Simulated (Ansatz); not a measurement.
The cluster Mg2S2⁺. The state is a doublet with charge 1. Geometry PBE0-D4/def2-TZVP.

```xyz
4

Mg   -1.8562    0.0137   -0.6783
Mg    1.4398   -0.4150    1.2887
S     0.0272    1.1717    0.2097
S     0.3892   -0.7704   -0.8201
```

The structure comes from a short search, and lower isomers may exist.

Problem. Estimate the α-spin orbital energies around the gap (eV) in Ansatz with PBE-D4/def2-TZVP, r2SCAN-D4/def2-TZVP, PBE0-D4/def2-SVP, r2SCAN0-D4/def2-TZVP, ωB97X-V/def2-TZVP.

Solution. 
```tsv
orbital	PBE-D4/def2-TZVP	r2SCAN-D4/def2-TZVP	PBE0-D4/def2-SVP	r2SCAN0-D4/def2-TZVP	ωB97X-V/def2-TZVP
HOMO−5	-13.69	-14.01	-15.25	-15.21	-17.46
HOMO−4	-13.10	-13.38	-14.30	-14.35	-16.30
HOMO−3	-12.27	-12.56	-13.67	-13.74	-15.94
HOMO−2	-10.80	-11.03	-12.04	-12.01	-14.03
HOMO−1	-9.66	-9.85	-10.86	-10.88	-12.99
HOMO	-9.08	-9.14	-9.55	-9.54	-10.50
LUMO	-8.40	-8.45	-8.07	-8.02	-6.59
LUMO+1	-6.93	-6.77	-6.00	-5.83	-3.66
LUMO+2	-5.67	-5.45	-5.06	-4.92	-3.24
LUMO+3	-5.49	-5.25	-4.86	-4.68	-2.88
LUMO+4	-5.05	-4.78	-4.43	-4.26	-2.58
LUMO+5	-4.38	-4.05	-3.67	-3.50	-1.78
β HOMO	-9.63	-9.82	-10.82	-10.85	-12.95
β LUMO	-8.21	-7.51	-7.50	-7.08	-5.51
```
